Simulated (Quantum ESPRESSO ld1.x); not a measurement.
Question: These are the eigenvalues of the occupied orbitals of an atom or ion with whole-number occupations (hartree). Method: scalar-relativistic Kohn-Sham, PW91, spin-unpolarised, spherical densities, point nucleus; computed with ld1.x of Quantum ESPRESSO 7.5.

1s: -2768.1937
2s: -525.9953
2p: -464.8331
3s: -162.1937
3p: -144.1998
3d: -124.4158
4s: -69.8273
4p: -63.3013
4d: -55.6203

Which element is it, and in what charge state? The configuration may be excited.

Answer: Z = 76, osmium, charge +35: Os35+ in [Kr] 4d5. The list shows which subshells hold electrons but not how many an open one holds; the 1s level, -2768.2 hartree, gives Z - s = 74.4 by -(Z - s)^2/2, which with screening and relativity narrows Z to a few neighbours, and the depths of the outer levels then fix element, charge and occupations together.
